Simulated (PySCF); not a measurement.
PySCF input file for C3H10FNSi, SMILES CC(C)(F)[SiH2]N, B3LYP-D3(BJ)/def2-SVP. Geometry: B3LYP-D3(BJ)/def2-SVP. The structure was generated by enumeration, and PubChem lists no compound with its InChIKey, so it may never have been made. One conformer was computed; it need not be the lowest.

```python
import numpy as np
from pyscf import gto, scf, dft, df
from pyscf.hessian import thermo

mol = gto.M(
    atom='''
    C    -1.55341701   -0.67938155   -1.23660564
    C    -0.57788923   -0.45728490   -0.09261019
    C    -1.27024179   -0.33946892    1.25599728
    F     0.26194824   -1.60935823   -0.02479750
    Si    0.66717288    0.97036387   -0.41456314
    N     1.86678655    1.13743776    0.82322873
    H    -2.22505188    0.18663708   -1.34899117
    H    -1.01976126   -0.82899014   -2.18786606
    H    -2.17130300   -1.57323084   -1.04667487
    H    -1.94955310    0.52764999    1.27125343
    H    -1.85985600   -1.24749626    1.46570202
    H    -0.53009054   -0.21381495    2.06128892
    H    -0.07838363    2.26223162   -0.48999803
    H     1.33116560    0.66238078   -1.71246693
    H     2.48938689    0.35993069    1.02312944
    H     1.65727459    1.65857998    1.66839515
    ''',
    basis='def2-SVP',
    charge=0,
    spin=0,
    max_memory=1600,
    verbose=3,
)
mf = dft.RKS(mol, xc='b3lyp').density_fit(auxbasis='def2-universal-jkfit')
mf.disp = 'd3bj'
mf.grids.level = 3
mf.conv_tol = 1e-11
mf.max_cycle = 100
mf.kernel()

# analytic Hessian; the response equations are solved on a coarser grid
h, args, fine = mf.Hessian(), (mf.mo_energy, mf.mo_coeff, mf.mo_occ), mf.grids
h.max_memory = max(150, 2.5e-5 * df.make_auxmol(mol, mf.with_df.auxbasis).nao * mol.nelec[0] * (mol.nelec[0] + mol.nao))  # MB; small integral blocks
h1ao = h.make_h1(mf.mo_coeff, mf.mo_occ)
mf.grids = dft.Grids(mol).set(level=1).build(with_non0tab=True)
mo1, mo_e1 = h.solve_mo1(*args, h1ao)
mf.grids = fine
hess = h.hess_elec(*args, mo1, mo_e1, h1ao) + h.hess_nuc()
if mf.do_disp():
    hess += h.get_dispersion()
for i in range(mol.natm):  # the analytic DFT Hessian lacks the response of the grid: restore translational invariance
    hess[i, i] -= hess[i].sum(axis=0)
hess = (hess + hess.transpose(1, 0, 3, 2)) / 2
vib = thermo.harmonic_analysis(mol, hess, imaginary_freq=False)
thermo.dump_normal_mode(mol, vib)
th = thermo.thermo(mf, vib['freq_au'][vib['freq_au'] > 0], 298.15, 101325)
thermo.dump_thermo(mol, th)
g0 = mf.nuc_grad_method().set(verbose=0).kernel()

# dipole derivatives [dipole axis, atom, xyz] from the same response
r, irp = mol.intor('int1e_r'), mol.intor('int1e_irp').reshape(3, 3, mol.nao, mol.nao)
sl, dm0, ok = mol.aoslice_by_atom(), np.array(mf.make_rdm1()), []
dmu = np.einsum('a,xt->xat', mol.atom_charges(), np.eye(3))
for a, (_, _, p0, p1) in enumerate(sl):
    dmu[:, a] += 2 * np.einsum('xtij,ij->xt', irp[:, :, :, p0:p1], dm0.reshape(-1, mol.nao, mol.nao).sum(0)[:, p0:p1])
    for u, c, occ, f in [(mo1, mf.mo_coeff, mf.mo_occ, 4)]:
        dmu[:, a] -= f * np.einsum('tui,xuv,vi->xt', u[a], r, c[:, occ > 0], optimize=True)
L = vib['norm_mode']
ir = 974.8801 * (np.einsum('xat,kat->kx', dmu, L) ** 2).sum(1)       # km/mol
apt = np.einsum('xax->a', dmu) / 3
print('mode   freq/cm-1   IR/(km/mol)')
for k, w in enumerate(vib['freq_wavenumber']):
    print(f'{k + 1:4d} {w:11.2f} {ir[k]:13.3f}')
print('max |gradient| / (hartree/bohr):', abs(g0).max())
print('APT charges:', apt.round(4))
```

Output:

```
converged SCF energy = -564.195969559275

WARN: DFTD3 does not support analytical Hessian, using finite difference


WARN: Mole.unit (angstrom) is changed to Bohr

Mode                                 0                   1                   2
Irrep
Freq [cm^-1]                       69.0641            124.6876            188.2394
Reduced mass [au]                   2.9934              2.5142              1.4101
Force const [Dyne/A]                0.0084              0.0230              0.0294
Char temp [K]                      99.3678            179.3977            270.8346
Normal mode                   x     y     z       x     y     z       x     y     z
       0   C                 0.03 -0.06 -0.02    0.05  0.05 -0.03   -0.02 -0.06  0.01
       1   C                -0.01  0.02  0.00    0.01 -0.03  0.02    0.02 -0.02 -0.04
       2   C                -0.06  0.01 -0.02   -0.06 -0.04 -0.01    0.07  0.09 -0.02
       3   F                 0.04  0.06  0.05   -0.05 -0.06  0.03   -0.01 -0.03 -0.01
       4  Si                -0.04  0.04  0.02   -0.01 -0.00  0.04   -0.01  0.03  0.01
       5   N                 0.07 -0.12 -0.06    0.09  0.10 -0.07   -0.03 -0.02  0.04
       6   H                 0.01 -0.09 -0.07    0.11  0.09 -0.06    0.05 -0.01 -0.09
       7   H                 0.07 -0.06  0.00    0.10  0.03 -0.00   -0.04 -0.21  0.02
       8   H                 0.06 -0.07 -0.02   -0.01  0.08 -0.08   -0.09  0.02  0.12
       9   H                -0.11 -0.03 -0.07   -0.01 -0.00 -0.01    0.14  0.14 -0.03
      10   H                -0.02 -0.02 -0.02   -0.12 -0.02 -0.07    0.00  0.15  0.04
      11   H                -0.09  0.07 -0.00   -0.10 -0.12  0.04    0.11  0.06 -0.05
      12   H                -0.01  0.07  0.21   -0.11 -0.06  0.07   -0.11 -0.03  0.07
      13   H                -0.17  0.16 -0.07   -0.04  0.04  0.01    0.09  0.16  0.03
      14   H                -0.02 -0.21 -0.13    0.30  0.22 -0.28    0.18  0.07 -0.26
[...]
       4  Si                 0.00 -0.00 -0.00    0.00  0.00 -0.00    0.00  0.00  0.00
       5   N                 0.00  0.00  0.00    0.00 -0.00  0.00   -0.00 -0.00 -0.00
       6   H                 0.33  0.22 -0.32    0.09  0.00 -0.31    0.30  0.22 -0.16
       7   H                -0.23  0.23 -0.14   -0.03  0.44 -0.08   -0.31 -0.13 -0.13
       8   H                 0.26 -0.19  0.09   -0.02  0.07  0.31    0.35 -0.27 -0.16
       9   H                -0.37 -0.29 -0.14    0.22  0.20 -0.11    0.29  0.20  0.26
      10   H                -0.25  0.21  0.06    0.40 -0.20  0.26    0.09 -0.12 -0.20
      11   H                 0.20 -0.22 -0.12   -0.22 -0.28  0.22   -0.16  0.38  0.07
      12   H                 0.00  0.00  0.01   -0.00  0.00  0.00   -0.01  0.00 -0.00
      13   H                 0.00  0.00  0.00    0.01 -0.00 -0.00   -0.00 -0.00  0.00
      14   H                -0.00 -0.00 -0.01    0.00  0.00 -0.00    0.00  0.00  0.00
      15   H                -0.00  0.00 -0.00    0.01  0.00 -0.00   -0.00 -0.00  0.00
Mode                                30                  31                  32
Irrep
Freq [cm^-1]                     1481.2064           1544.1792           2212.3305
Reduced mass [au]                   1.0516              1.1141              1.0364
Force const [Dyne/A]                1.3594              1.5652              2.9888
Char temp [K]                    2131.1263           2221.7301           3183.0510
Normal mode                   x     y     z       x     y     z       x     y     z
       0   C                 0.00 -0.03 -0.01   -0.00 -0.00 -0.00    0.00  0.00 -0.00
       1   C                 0.01 -0.04  0.00   -0.00 -0.00  0.00   -0.00 -0.00  0.00
       2   C                 0.00 -0.03  0.02    0.00  0.00  0.00    0.00  0.00  0.00
       3   F                -0.00  0.00 -0.00    0.00 -0.00 -0.00    0.00  0.00 -0.00
       4  Si                 0.00  0.00  0.00    0.01  0.00  0.00   -0.01  0.03 -0.01
       5   N                -0.00 -0.00 -0.00   -0.05  0.01 -0.07   -0.00  0.00  0.00
       6   H                -0.05 -0.09 -0.21    0.00  0.00 -0.00    0.00  0.00  0.00
       7   H                 0.14  0.46 -0.01    0.00  0.00 -0.00    0.00  0.00 -0.00
       8   H                -0.15  0.17  0.38    0.00  0.00  0.01    0.00 -0.00  0.00
       9   H                 0.02 -0.01  0.25   -0.00 -0.00 -0.01    0.00  0.00 -0.00
      10   H                -0.22  0.04 -0.36   -0.00  0.00 -0.00    0.00 -0.00 -0.00
      11   H                 0.08  0.45 -0.13    0.00 -0.01 -0.00   -0.00 -0.00  0.00
      12   H                -0.00 -0.00  0.00   -0.01 -0.02 -0.00    0.48 -0.84  0.05
      13   H                -0.00 -0.01 -0.01   -0.02 -0.01  0.00   -0.08  0.04  0.14
      14   H                -0.00 -0.00 -0.00    0.05  0.24  0.63   -0.00  0.00 -0.01
      15   H                -0.01 -0.00 -0.00    0.45 -0.38  0.31   -0.00  0.00 -0.00
Mode                                33                  34                  35
Irrep
Freq [cm^-1]                     2229.1036           3021.4018           3025.1836
Reduced mass [au]                   1.0446              1.0361              1.0366
Force const [Dyne/A]                3.0581              5.5726              5.5894
Char temp [K]                    3207.1838           4347.1245           4352.5656
Normal mode                   x     y     z       x     y     z       x     y     z
       0   C                 0.00 -0.00 -0.00    0.03  0.01  0.02   -0.02 -0.01 -0.02
       1   C                -0.00  0.00  0.00   -0.00 -0.00 -0.00    0.00 -0.00  0.00
       2   C                -0.00 -0.00 -0.00   -0.02 -0.00  0.03   -0.02 -0.00  0.03
       3   F                 0.00 -0.00 -0.00   -0.00 -0.00 -0.00   -0.00  0.00 -0.00
       4  Si                -0.02  0.01  0.03   -0.00 -0.00  0.00    0.00  0.00 -0.00
       5   N                 0.00  0.00 -0.00    0.00  0.00 -0.00   -0.00 -0.00 -0.00
       6   H                 0.00  0.00  0.00   -0.24  0.32 -0.04    0.20 -0.27  0.03
       7   H                -0.01 -0.00  0.00    0.19 -0.05 -0.31   -0.16  0.04  0.28
       8   H                 0.00 -0.00 -0.00   -0.28 -0.41  0.10    0.25  0.36 -0.08
       9   H                 0.00  0.00 -0.00    0.22 -0.28 -0.00    0.24 -0.31  0.00
      10   H                -0.00  0.00  0.00    0.23  0.35 -0.07    0.26  0.41 -0.09
      11   H                 0.00  0.00 -0.00   -0.23 -0.04 -0.24   -0.27 -0.05 -0.28
      12   H                 0.07 -0.14  0.01   -0.00  0.00 -0.00    0.00 -0.00  0.00
      13   H                 0.43 -0.20 -0.84   -0.00 -0.00 -0.00   -0.00 -0.00  0.00
      14   H                -0.00  0.00  0.00    0.00 -0.00  0.00   -0.00  0.00 -0.00
      15   H                -0.00 -0.01  0.01   -0.00  0.00  0.00   -0.00 -0.00 -0.00
Mode                                36                  37                  38
Irrep
Freq [cm^-1]                     3103.2676           3107.2068           3118.4371
Reduced mass [au]                   1.1034              1.1028              1.1038
Force const [Dyne/A]                6.2606              6.2734              6.3245
Char temp [K]                    4464.9111           4470.5788           4486.7366
Normal mode                   x     y     z       x     y     z       x     y     z
       0   C                 0.02  0.07 -0.04    0.01  0.03 -0.02   -0.03  0.02  0.03
       1   C                 0.00  0.00  0.00    0.00  0.00 -0.00    0.00 -0.00  0.00
       2   C                -0.01 -0.04 -0.00    0.03  0.07  0.02    0.06 -0.03  0.03
       3   F                 0.00 -0.00  0.00    0.00 -0.00  0.00   -0.00  0.00 -0.00
       4  Si                -0.00 -0.00 -0.00   -0.00 -0.00  0.00    0.00  0.00  0.00
       5   N                -0.00 -0.00  0.00    0.00 -0.00 -0.00    0.00  0.00 -0.00
       6   H                 0.29 -0.36  0.04    0.11 -0.14  0.01    0.18 -0.23  0.03
       7   H                -0.17  0.06  0.30   -0.12  0.04  0.21    0.20 -0.05 -0.35
       8   H                -0.34 -0.49  0.11   -0.17 -0.25  0.05    0.03  0.05 -0.01
       9   H                -0.16  0.19  0.00    0.24 -0.29 -0.00   -0.33  0.43  0.01
      10   H                 0.17  0.27 -0.06   -0.33 -0.52  0.12   -0.00 -0.02  0.01
      11   H                 0.10  0.01  0.11   -0.29 -0.04 -0.31   -0.40 -0.07 -0.43
      12   H                 0.00  0.00  0.00    0.00 -0.00 -0.00   -0.00  0.00  0.00
      13   H                 0.00  0.00  0.00    0.00 -0.00  0.00   -0.00 -0.00 -0.00
      14   H                 0.00  0.00  0.00    0.00 -0.00  0.00   -0.00 -0.00  0.00
      15   H                 0.00  0.00  0.00   -0.00  0.00  0.00   -0.00  0.00  0.00
Mode                                39                  40                  41
Irrep
Freq [cm^-1]                     3120.6601           3569.9416           3662.7008
Reduced mass [au]                   1.1037              1.0501              1.0958
Force const [Dyne/A]                6.3329              7.8852              8.6616
Char temp [K]                    4489.9351           5136.3512           5269.8110
Normal mode                   x     y     z       x     y     z       x     y     z
       0   C                -0.05  0.04  0.04    0.00 -0.00  0.00   -0.00  0.00  0.00
       1   C                -0.00  0.00  0.00   -0.00  0.00 -0.00   -0.00  0.00 -0.00
       2   C                -0.03  0.03 -0.02    0.00 -0.00  0.00    0.00 -0.00  0.00
       3   F                 0.00 -0.00  0.00    0.00 -0.00 -0.00   -0.00  0.00 -0.00
       4  Si                -0.00  0.00  0.00   -0.00 -0.00 -0.00   -0.00  0.00  0.00
       5   N                 0.00 -0.00  0.00    0.02 -0.01  0.05   -0.04  0.06  0.03
       6   H                 0.34 -0.44  0.06   -0.00  0.00  0.00   -0.00  0.00 -0.00
       7   H                 0.28 -0.07 -0.50    0.00 -0.00 -0.00    0.00 -0.00 -0.00
       8   H                -0.01  0.00  0.01   -0.00 -0.00 -0.00   -0.00 -0.00 -0.00
       9   H                 0.24 -0.31 -0.01   -0.00  0.00 -0.00   -0.00  0.00 -0.00
      10   H                -0.04 -0.04  0.01   -0.00 -0.00  0.00   -0.00  0.00  0.00
      11   H                 0.21  0.04  0.23   -0.00  0.00 -0.00   -0.00 -0.00 -0.00
      12   H                 0.00 -0.00 -0.00   -0.00  0.00 -0.00    0.00 -0.00 -0.00
      13   H                 0.00 -0.00 -0.00    0.00 -0.00 -0.00    0.00 -0.00 -0.00
      14   H                 0.00  0.00  0.00   -0.46  0.56 -0.13    0.39 -0.47  0.13
      15   H                 0.00  0.00 -0.00    0.14 -0.35 -0.52    0.14 -0.37 -0.60
temperature 298.1500 [K]
pressure 101325.00 [Pa]
Rotational constants [GHz] 3.93163 1.92488 1.80720
Symmetry number 1
Zero-point energy (ZPE) 0.12760 [Eh]   335017.069 [J/mol]
                           tot       elec      trans        rot        vib
Entropy [J/mol/K]       379.735      0.000    167.048    115.288     97.399
Cv [J/mol/K]            137.615      0.000     12.472     12.472    112.672
Cp [J/mol/K]            145.930      0.000     20.786     12.472    112.672
Internal energy [J/mol]                      3718.434   3718.434 351590.111
Internal energy [Eh]   -564.05922  -564.19597
Enthalpy [J/mol]                             6197.391   3718.434 351590.111
Enthalpy [Eh]          -564.05828
Gibbs free energy [J/mol]                  -43607.845 -30654.721 322550.510
Gibbs free energy [Eh] -564.10140
mode   freq/cm-1   IR/(km/mol)
   1       69.06         2.207
   2      124.69         5.600
   3      188.24        12.804
   4      210.87         5.680
   5      226.81         9.235
   6      260.71         8.026
   7      283.73         6.683
   8      342.10        48.027
   9      361.87        10.552
  10      391.42       162.135
  11      436.87        34.311
  12      544.71        27.951
  13      607.61         4.427
  14      733.17         7.872
  15      835.21        22.182
  16      853.21        15.190
  17      897.44       111.886
  18      909.50       166.690
  19      931.35       100.510
  20      933.05        25.961
  21      946.67        33.746
  22      999.43         8.951
  23     1154.38        27.168
  24     1209.19         2.685
  25     1224.67         1.635
  26     1381.44         8.718
  27     1393.71         8.402
  28     1443.81         2.871
  29     1458.15         0.972
  30     1461.77         4.091
  31     1481.21         7.340
  32     1544.18        36.955
  33     2212.33       116.308
  34     2229.10       133.065
  35     3021.40        17.438
  36     3025.18        18.301
  37     3103.27         4.687
  38     3107.21        29.978
  39     3118.44        12.504
  40     3120.66        18.469
  41     3569.94        27.620
  42     3662.70        27.744
max |gradient| / (hartree/bohr): 0.00022609037998694588
APT charges: [-6.0000e-04  2.6750e-01 -1.0200e-02 -5.4640e-01  1.3388e+00 -8.1290e-01
  6.9000e-03 -2.8000e-03 -2.7700e-02  5.6000e-03 -2.4900e-02 -2.6000e-03
 -2.8230e-01 -2.8390e-01  1.9400e-01  1.8150e-01]
```

Self-consistency was reached.

Cost: roughly 5 core-minutes.
